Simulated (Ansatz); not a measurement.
Calculated with Ansatz (gas phase, PBE0-D4/def2-TZVP geometries, no zero-point term in ΔE). CCSD(T)/CBS is the MP2 limit (def2-TZVPP, def2-QZVPP) plus CCSD(T) − MP2 in def2-TZVPP, frozen cores. This one scheme is used for every species. Functionals use def2-TZVPP. One conformer a species, not always the lowest.

`N[Si](N)(F)[SiH3]` → `N[SiH3]` + `N[Si]F`  (silylene formation by 1,1-elimination)

| species | B2PLYP energy (Eh) |
| --- | --- |
| `N[Si](N)(F)[SiH3]` | -792.41518 |
| `N[SiH3]` | -347.13338 |
| `N[Si]F` | -445.22817 |

Question: Work out ΔE.

Answer: ΔE = (-347.13338) + (-445.22817) − (-792.41518) = 0.05363 Eh = +140.8 kJ/mol. CCSD(T)/CBS gives +155.1 kJ/mol.

Largest T1 diagnostic among the species: 0.014.

The D4 term adds +18.2 kJ/mol with B3LYP and +10.2 kJ/mol with PBE0; it sums over pairs of atoms, weighted by their polarisabilities, and B3LYP, whose exchange is more repulsive, gets the larger term. Leaving LDA and LC-ωPBE aside and taking each functional with its dispersion term where it has one, the values, not all of them listed here, spread over 40.6 kJ/mol, from BLYP-D4 to r2SCAN0-D4. LDA lies +33.4 kJ/mol from PBE without D4. From PBE to PBE0 (25 % exact exchange), in def2-TZVPP and without D4, ΔE moves by +12.8 kJ/mol.

B3LYP here is the variant with VWN-RPA as its local correlation; programs differ in this.
